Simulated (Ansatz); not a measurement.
```yaml
crystal:
  periodic: [false, false, false]
  atoms:
    - {symbol: C, position_ang: [-2.006622, 1.491494, -0.197081]}
    - {symbol: O, position_ang: [-1.173350, 0.814526, 0.500249]}
    - {symbol: Ti, position_ang: [0.303273, 0.092232, 0.496454]}
    - {symbol: O, position_ang: [1.285519, 0.788274, 1.653091]}
    - {symbol: O, position_ang: [0.981443, 0.323449, -0.982165]}
    - {symbol: C, position_ang: [1.977029, 0.765390, -1.653327]}
    - {symbol: O, position_ang: [0.132908, -1.514701, 0.797806]}
    - {symbol: C, position_ang: [-0.668772, -2.502765, 0.930910]}
    - {symbol: H, position_ang: [-2.116007, 2.414594, 0.191975]}
    - {symbol: H, position_ang: [-1.696559, 1.581110, -1.152621]}
    - {symbol: H, position_ang: [-2.907292, 1.039589, -0.195522]}
    - {symbol: H, position_ang: [1.764340, 0.396447, 2.280082]}
    - {symbol: H, position_ang: [2.488321, 0.000384, -2.064818]}
    - {symbol: H, position_ang: [2.605574, 1.293731, -1.068181]}
    - {symbol: Xx, position_ang: [1.654020, 1.364464, -2.396436]}
    - {symbol: H, position_ang: [-0.398073, -3.060638, 1.725176]}
    - {symbol: H, position_ang: [-1.616822, -2.189021, 1.071264]}
    - {symbol: H, position_ang: [-0.643428, -3.088256, 0.110797]}
basis:
  gaussian: {orbitals: def2-SVPD, point_charges: [{charge: -1.00, position_ang: [7.083, 0.306, -0.016]}]}
hamiltonian: {xc: {name: HF}}
correlation: {method: ccsd_t}
```

```sh
$ ansatz run in.yaml --threads 5 --pin off --events-out ev --progress --plain --max-ram 66560MiB --backend cpu
```

How does Ansatz answer? (Estimate.)

Ansatz gave: The program refused the input.
```
Error: YAML parse error: error: line 18 column 16: `Xx` is not an element symbol (H … Og, case-exact)
16 |     - {symbol: H, position_ang: [2.488321, 0.000384, -2.064818]}
17 |     - {symbol: H, position_ang: [2.605574, 1.293731, -1.068181]}
18 |     - {symbol: Xx, position_ang: [1.654020, 1.364464, -2.396436]}
19 |     - {symbol: H, position_ang: [-0.398073, -3.060638, 1.725176]}
20 |     - {symbol: H, position_ang: [-1.616822, -2.189021, 1.071264]}
```
